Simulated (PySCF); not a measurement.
O2Ti, SMILES [O]=[Ti]=[O] (connectivity only; charge and spin as stated), charge -1, multiplicity 2. The structure is a stationary point at PBE-D3(BJ)/def2-TZVPD. The multiplicity is an assumed one; other spin states were not compared. The isomer is the one that the SMILES or the coordinates give; other isomers of the formula were not compared.

These are PySCF with PBE-D3(BJ)/def2-TZVPD values and carry that method's errors.

Harmonic wavenumbers (cm⁻¹): 319, 886, 924. Rotational constants (GHz): 29.34, 8.168, 6.389; symmetry number 2.

Work out the zero-point energy and the ideal-gas rigid-rotor harmonic-oscillator thermochemistry at 298.15 K and 1 atm.

ZPE = ½ Σ hcν = ½ × 2129 cm⁻¹ = 3.04 kcal/mol. H − E(el) = 5.73 kcal/mol. Entropy in cal/(mol K): translation 39.05, rotation 21.49, vibration 1.59, spin 1.38, total 63.51. G − E(el) = -13.20 kcal/mol. Cp = 10.57 cal/(mol K).
